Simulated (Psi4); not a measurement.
Pair of molecules, SMILES [GeH4] with SMILES CN (the first has 5 atoms); geometry from B3LYP-D3(BJ)/def2-TZVP.
(charge 0, multiplicity 1):
```xyz
12

Ge     0.106     0.268     0.493
H      0.540     1.700     0.824
H     -1.314    -0.012     1.004
H      1.099    -0.756     1.059
H      0.093     0.115    -1.046
C     -0.310    -0.926     4.073
N      0.081     0.424     3.668
H      0.414    -1.640     3.678
H     -1.277    -1.166     3.628
H     -0.386    -1.080     5.157
H      0.986     0.671     4.049
H     -0.583     1.111     4.004
```

The numbers are results of SAPT0/aug-cc-pVDZ run with Psi4, not measurements.

Question: Which attractive term is largest, and how does the interaction split up?

Answer: electrostatics -23.4, exchange 30.0, induction -6.0, dispersion -14.1, total -13.3 kJ/mol; the largest attraction is electrostatics.
